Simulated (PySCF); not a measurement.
A structure optimised at PBE0-D3(BJ)/def2-SVP, used in a PySCF frequency run:

```
Si
F 1 1.6347
H 1 1.4918 2 107.91
C 1 1.8626 3 111.49 2 -120.40
H 4 1.1006 1 111.34 3 177.31
H 4 1.1008 5 108.32 1 122.22
H 4 1.1019 5 108.19 6 117.19
Si 1 2.3431 3 110.11 2 116.50
F 8 1.6195 1 110.68 3 -42.88
F 8 1.6239 9 106.94 1 -115.48
H 8 1.4873 9 107.68 10 -115.44
```

Task: Write its SMILES and formula.

Result: C[Si@H](F)[SiH](F)F, CH5F3Si2

Task: What are its rotational constants (standard atomic weights)?

Result: 3.2141, 1.4378, 1.0830 GHz
